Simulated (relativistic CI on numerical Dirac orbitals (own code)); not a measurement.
Crystal-field levels of V+, 3d4

Calculated by Dirac-Coulomb-Breit CI, KLI orbitals optimised for each configuration, model QED (radiative potential, 1s self-energy scaled to tabulated hydrogen-like ionisation energies), valence Slater integrals scaled by 0.65, one configuration in a parametric crystal field (own radial code).

Field parameters in Wybourne normalisation: Oh B⁴₀ = 21Dq, B⁴₄ = √(5/14) B⁴₀. The field is a parameter set, without covalency.

S and J are read from ⟨S²⟩ = S(S + 1) and ⟨J²⟩ = J(J + 1) of each level; they are not fictitious spins.

Oh, 10Dq = 2400 cm⁻¹, the lowest 16 levels:

```csv
E (cm⁻¹),Degeneracy,Irrep,S,J
0.0,1,A1,2.00,2.82
3.6,3,T1,2.00,2.87
7.3,2,E,2.00,2.92
10.4,3,T2,2.00,2.96
13.6,1,A2,2.00,3.00
2355,3,T2,2.00,2.39
2357,3,T1,2.00,2.47
2359,1,A1,2.00,2.57
2442,3,T1,2.00,3.31
2443,2,E,2.00,3.35
2498,3,T2,2.00,3.79
8619,1,A1,1.00,5.00
8649,3,T1,1.00,4.79
8680,3,T2,1.00,4.20
8684,2,E,1.00,4.18
10127,3,T2,1.00,5.12
```

Oh, 10Dq = 23300 cm⁻¹, the lowest 16 levels:

```tsv
E (cm⁻¹)	Degeneracy	Irrep	S	J
0.0	1	A1	1.00	4.48
63.2	3	T1	1.00	4.27
177	2	E	1.00	3.83
177	3	T2	1.00	3.84
6121	3	T2	0.00	4.53
6862	2	E	0.00	4.59
11128	1	A2	2.00	3.00
11128	3	T2	2.00	3.00
11128	2	E	2.00	2.99
11128	3	T1	2.00	2.99
11128	1	A1	2.00	2.98
13709	1	A1	0.00	3.74
21541	3	T1	1.00	5.01
21544	3	T2	1.00	5.00
21912	1	A1	1.00	4.26
21961	3	T1	1.00	4.20
```

Oh, 10Dq = 21400 cm⁻¹, the lowest 10 levels:

| E (cm⁻¹) | Degeneracy | Irrep | S | J |
| --- | --- | --- | --- | --- |
| 0.0 | 1 | A1 | 1.00 | 4.48 |
| 63.2 | 3 | T1 | 1.00 | 4.28 |
| 177 | 2 | E | 1.00 | 3.83 |
| 177 | 3 | T2 | 1.00 | 3.84 |
| 6069 | 3 | T2 | 0.00 | 4.55 |
| 6830 | 2 | E | 0.00 | 4.62 |
| 9264 | 1 | A2 | 2.00 | 3.00 |
| 9264 | 3 | T2 | 2.00 | 3.00 |
| 9264 | 2 | E | 2.00 | 2.99 |
| 9264 | 3 | T1 | 2.00 | 2.99 |

Oh, 10Dq = 19500 cm⁻¹, the lowest 10 levels:

```csv
E (cm⁻¹),Degeneracy,Irrep,S,J
0.0,1,A1,1.00,4.49
63.2,3,T1,1.00,4.28
176,2,E,1.00,3.84
177,3,T2,1.00,3.85
6013,3,T2,0.00,4.56
6793,2,E,0.00,4.66
7405,1,A2,2.00,3.00
7405,3,T2,2.00,3.00
7405,2,E,2.00,2.99
7406,3,T1,2.00,2.99
```

Oh, 10Dq = 17600 cm⁻¹, the lowest 16 levels:

```csv
E (cm⁻¹),Degeneracy,Irrep,S,J
0.0,1,A1,1.00,4.49
63.3,3,T1,1.00,4.29
176,2,E,1.00,3.84
177,3,T2,1.00,3.85
5552,1,A2,2.00,3.00
5553,3,T2,2.00,2.99
5553,2,E,2.00,2.99
5554,3,T1,2.00,2.98
5554,1,A1,2.00,2.98
5951,3,T2,0.00,4.58
6747,2,E,0.00,4.71
12674,1,A1,0.00,3.76
15945,3,T1,1.00,5.02
15949,3,T2,1.00,5.01
16317,1,A1,1.00,4.24
16367,3,T1,1.00,4.19
```

The free-ion ground term has S = 2. The field overcomes the spin-pairing energy for Oh, 10Dq = 23300 cm⁻¹; Oh, 10Dq = 21400 cm⁻¹; Oh, 10Dq = 19500 cm⁻¹; Oh, 10Dq = 17600 cm⁻¹, where the ground state has lower spin; these fields are assumed values.

Levels of this model without a field, named by their leading LS term (the scale mimics covalency, so terms lie below those of the real free ion): 5D_0 0, 5D_1 31, 5D_2 92, 5D_3 179, 5D_4 292, 3H_4 9933, 3H_5 9990, 3H_6 10052 cm⁻¹.
